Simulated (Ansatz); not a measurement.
Mulliken charges of `[NH2][Zr]([NH2])([Cl])[Cl]` from PBE/def2-TZVPP in Ansatz (PBE0-D4/def2-TZVP geometry).

| atom | x (Å) | y (Å) | z (Å) | charge (e) |
| --- | --- | --- | --- | --- |
| N1 | -1.401 | 0.829 | 0.436 | -0.503 |
| Zr2 | 0.490 | 0.148 | 0.431 | 1.003 |
| N3 | 0.603 | -1.080 | -1.151 | -0.512 |
| Cl4 | 0.869 | -1.050 | 2.432 | -0.303 |
| Cl5 | 1.955 | 1.982 | 0.155 | -0.303 |
| H6 | -1.772 | 1.476 | 1.121 | 0.149 |
| H7 | -2.128 | 0.593 | -0.225 | 0.156 |
| H8 | 0.464 | -2.082 | -1.123 | 0.157 |
| H9 | 0.919 | -0.815 | -2.075 | 0.157 |

Problem. By hand: the dipole of these point charges (1 e Å = 4.8032 D).

Solution. Σ q r = (-0.347, -0.140, -0.352) e Å, of length 0.514 e Å = 2.47 D.

Problem. How does the dipole of the full density compare? (An estimate is asked.)

Solution. The calculation gave: (-0.468, -0.195, -0.482) e Å, 3.36 D; the point charges give 0.74 times that, at 1° from its direction.

Point charges leave out the atoms' own dipoles, such as those of lone pairs, and Mulliken's split depends on the basis, so the two needn't agree.
